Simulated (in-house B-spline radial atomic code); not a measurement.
Values are calculated unless marked as measured or tabulated.
## Softness against transferability: the 4s channel of Ca

Ca, [Ar] 4s2, non-relativistic LDA (VWN5), spherical and spin-unpolarised, from a B-spline radial code for spherical atoms (atomic units). The all-electron 4s level is ε = -0.141411 hartree, its outermost node lies just inside 1.45 bohr and its outer maximum at 3.34 bohr.

Troullier-Martins pseudo-orbitals are made for several radii. The cutoffs (hartree) are the plane-wave energies beyond which the orbital holds less than the named kinetic energy per electron. The phase error is the difference, pseudo minus all-electron, of arctan(R P'/P) at R = 3.9 bohr for all radii, half a hartree below and above the level.

```csv
r_c (bohr),V_l(0) (hartree),cutoff for 10 mEh,for 1 mEh,for 0.1 mEh,phase error at ε − 0.5 (mrad),at ε + 0.5 (mrad)
2.51,-0.75,1.1,5.12,11.5,-1.7,-40.0
2.91,0.66,1.04,2,5.38,-1.3,-17.3
3.34,0.67,1.04,2,5.12,-1.4,-18.2
3.6,0.48,0.98,1.84,4.74,-1.8,-25.6
```

Task: Which radius needs the lowest cutoff for 0.1 mEh while both phase errors stay within 25.7 mrad?

Result: The radii within that limit are 2.91, 3.34, 3.6 bohr; of these r_c = 3.6 needs the least, 4.74 hartree, that is 9.48 Ry or 129 eV.

Task: What does the larger radius buy, and what does it cost?

Result: From r_c = 2.51 to 3.6 bohr the cutoff for 1 mEh goes from 5.12 to 1.84 hartree, a factor of 2.78, against 2.06 for a pure 1/r_c² scaling, end to end; step by step it is 5.12, 2, 2, 1.84, and for 0.1 mEh 11.5, 5.38, 5.12, 4.74; the number of plane waves goes as the cutoff to the power 3/2, here a factor of 4.6. The larger of the two phase errors is least at r_c = 2.91 bohr, 17.3 mrad; it is 40.0 at the smallest radius and 25.6 at the largest. These errors test the reference atom alone. The smallest radius lies well inside the outer maximum, where the nodeless form must bend sharply to keep the norm, so it is both harder and scatters less well than the next. Large radii also let the cores of neighbours overlap, which an atom doesn't show.
